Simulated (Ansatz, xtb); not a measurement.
Pulling on the H–H spacing in H6 ring (multiplicity 1 held). Energies count from the point at 0.900 Å.
Geometry at that point (charge 0, multiplicity 1):
```xyz
6

H      0.9000     0.0000     0.0000
H      0.4500     0.7794     0.0000
H     -0.4500     0.7794     0.0000
H     -0.9000     0.0000     0.0000
H     -0.4500    -0.7794     0.0000
H      0.4500    -0.7794     0.0000
```

Restricted levels (R-, RO-) in cc, def2 and unpolarised 6-31G sets keep to the state of the molecule at rest. U- levels take the lowest unrestricted solution at each point, which mixes spins at long bonds. Active spaces are followed from rest. Full CI gives the lowest state of the spin. Curves can end on different states.

Codes used: Ansatz (a program for electronic structure) with Gaussian orbitals; xtb for the GFN methods. Values without a source in brackets are computed. The GFN methods have no spin term and hold the electronic entropy of 300 K.

Energies in eV.

```tsv
R (Å)	GFN2-xTB	U-HF/cc-pVDZ	R-MP2/cc-pVDZ	U-MP2/cc-pVDZ	FIC-NEVPT4(SD) on CASSCF(6,6)/cc-pVDZ	FCI/cc-pVDZ
0.700	10.00	6.55	6.56	6.56	6.67	6.67
0.800	3.61	1.95	1.95	1.95	2.00	2.00
0.900	0.00	0.00	0.00	0.00	0.00	0.00
1.100	-1.95	0.01	0.02	0.02	-0.09	-0.10
1.300	-0.96	2.05	2.16	2.76	1.86	1.84
1.500	0.93	3.77	4.85	5.58	4.20	4.18
1.800	4.04	5.31	8.77	7.89	7.10	7.11
2.100	6.81	6.01	11.99	8.89	8.78	8.81
2.500	9.53	6.35	15.02	9.34	9.71	9.76
3.000	11.43	6.45	17.02	9.48	10.04	10.09
3.600	12.29	6.47	17.38	9.50	10.12	10.17
```

Doubts at one or more of the structures used: a spin-contaminated determinant (U-HF/cc-pVDZ, U-MP2/cc-pVDZ); a restricted determinant that unrestricted orbitals would lower (R-MP2/cc-pVDZ).
